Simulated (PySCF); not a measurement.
Computed with CAM-B3LYP-D3(BJ)/def2-TZVP in PySCF. All species are isolated molecules in the gas phase. One relaxed conformer stands for a flexible species; it need not be the lowest. Excitations are Tamm–Dancoff values on a coarser integration grid. The basis has no diffuse functions, so Rydberg states are missing or too high.

Reference species (SMILES): `BB1C=C1` (neutral, multiplicity 1).

```json
{
  "T1 excitation (TDA)": "4.55 eV",
  "LUMO": "-0.48 eV",
  "S1 oscillator strength": "0.001"
}
```

Changed species: `B(C#C)B`.

Problem. Give the shifts of the T1 excitation (TDA), LUMO and S1 oscillator strength.

Solution. the T1 excitation (TDA) falls by 1.04 eV, to 3.51 eV; the LUMO drops by 0.53 eV, to -1.01 eV; the S1 oscillator strength stays essentially unchanged.
